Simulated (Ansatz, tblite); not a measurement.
Removing an electron: Sn(OMe)H3 (CH₆OSn). The state is a singlet with charge 0. Geometry: r2SCAN-D4/def2-TZVP. Ansatz, gas phase; energy differences of separate SCF runs; the oxidised species was run as a doublet alone.

Cartesian coordinates in Å:
```
Sn -0.6329 -1.3072 0.1611
O -0.0589 0.4594 0.8299
C 0.6097 1.3192 -0.0715
H 1.5489 0.8864 -0.4474
H 0.8562 2.2428 0.4607
H -0.0132 1.5858 -0.9383
H -1.6938 -1.0333 -1.1515
H -1.3874 -2.0152 1.5069
H 0.7714 -2.1379 -0.3499
```

In the def2 sets Sn takes a core potential; there is no spin–orbit coupling. The xTB rows come from tblite.

```tsv
level	−HOMO (eV)	vertical IE (eV)	−LUMO (eV)	HOMO–LUMO gap (eV)
GFN1-xTB	12.00	15.33	5.05	6.95
GFN2-xTB	11.26	14.42	5.76	5.50
PBE-D4/def2-TZVP	5.94	9.42	1.18	4.76
r2SCAN-D4/def2-TZVP	6.26	9.49	0.79	5.46
PBE0-D4/def2-TZVP	7.50	9.63	0.40	7.10
```

Relaxing the oxidised species (r2SCAN-D4/def2-TZVP) changes its energy by -0.44 eV at PBE-D4/def2-TZVP, so the adiabatic ionisation energy to this nearest minimum is 8.99 eV. At PBE0-D4/def2-TZVP it is 9.10 eV.   Raw xTB energy differences between charge states are shifted by several eV; the methods need an empirical correction for them.
